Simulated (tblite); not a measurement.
Compound: C4H12ClNSi3.
Numbering: `[CH2:1]=[CH:2]/[C:3]([SiH2:4][SiH2:5][NH2:6])=[C:7](\[SiH3:8])[Cl:9]` (hydrogens: H10, H11 on C1; H12 on C2; H13, H14 on Si4; H15, H16 on Si5; H17, H18 on N6; H19, H20, H21 on Si8)

Structure optimised with GFN2-xTB, isolated species.

(1) Give the optimised bond lengths and angles.

Answers

(1) 
| bond | length (pm) |
| --- | --- |
| C1=C2 | 132.6 |
| C2–C3 | 145.5 |
| C3–Si4 | 190.3 |
| Si4–Si5 | 230.7 |
| Si5–N6 | 172.5 |
| C3=C7 | 133.4 |
| C7–Si8 | 189.0 |
| C7–Cl9 | 175.1 |
| C1–H10 | 107.7 |
| C1–H11 | 107.7 |
| C2–H12 | 108.3 |
| Si4–H13, Si4–H14 | 147.1 |
| Si5–H15 | 147.7 |
| Si5–H16 | 146.7 |
| N6–H17, N6–H18 | 100.8 |
| Si8–H19, Si8–H20, Si8–H21 | 146.3 |

Bonds in one row agree within 1 pm and their mean is given. A selection of angles:
| angle | degrees |
| --- | --- |
| C2–C1–H10 | 121.9 |
| C2–C1–H11 | 121.3 |
| H10–C1–H11 | 116.7 |
| C1–C2–C3 | 124.5 |
| C1–C2–H12 | 120.3 |
| C3–C2–H12 | 115.1 |
| C2–C3–Si4 | 117.2 |
| C2–C3–C7 | 121.1 |
| Si4–C3–C7 | 121.6 |
| C3–Si4–Si5 | 109.7 |
| C3–Si4–H13 | 107.0 |
| C3–Si4–H14 | 105.2 |
| Si5–Si4–H13 | 115.4 |
| Si5–Si4–H14 | 113.7 |
| H13–Si4–H14 | 105.2 |
| Si4–Si5–N6 | 106.8 |
| Si4–Si5–H15 | 111.5 |
| Si4–Si5–H16 | 114.5 |
| N6–Si5–H15 | 114.5 |
| N6–Si5–H16 | 103.4 |
| H15–Si5–H16 | 106.0 |
| Si5–N6–H17 | 119.0 |
| H17–N6–H18 | 109.3 |
| C3–C7–Si8 | 131.2 |
| C3–C7–Cl9 | 117.3 |
| Si8–C7–Cl9 | 111.6 |
| C7–Si8–H19 | 107.9 |
| C7–Si8–H21 | 110.4 |
| H19–Si8–H20 | 109.5 |
| H19–Si8–H21 | 111.0 |
| H18–N6–Si5 | 118.6 |

Dihedral angles: C1–C2–C3–Si4 126° (anticlinal); C2–C3–Si4–Si5 -105° (anticlinal); C3–Si4–Si5–N6 2° (synperiplanar); C2–C3–C7–Si8 -6° (synperiplanar). The mirror-image conformer, all signs reversed, is as good.

Si4 (SiH2 silicon) is distorted tetrahedral (angles from 105.2° to 115.4°). Si8 (SiH3 silicon) is tetrahedral (angles from 107.3° to 111.0°). N6 (silicon-bound nitrogen) is pyramidal (angles 119.0°, 118.6° and 109.3°, sum 346.9°, 0.25 Å off the plane of its three neighbours). Of the pairs four or more bonds apart, C1···Si8 is among the closest relative to their van der Waals radii: 3.37 Å, 89 % of the sum of Bondi's values. The C–C distances run from 1.326 Å (C1=C2, drawn double) to 1.455 Å (C2–C3, drawn single), a spread of 0.129 Å. Si5 (SiH2 silicon) is distorted tetrahedral (angles from 103.4° to 114.5°).

Point group: C1 (no symmetry element, even within 0.4 Å). Its GFN2-xTB frequencies are all real (lowest 25 cm⁻¹). One conformer, not necessarily the lowest (C1–C2–C3–Si4 126°, C2–C3–Si4–Si5 -105°, C3–Si4–Si5–N6 2°, Si4–Si5–N6–H 174° and -48°). 3 starts were optimised and ended at 0.00, 0.36 and 0.41 kcal/mol (GFN2-xTB); the lowest of these is shown.

All values are computed, not measured.
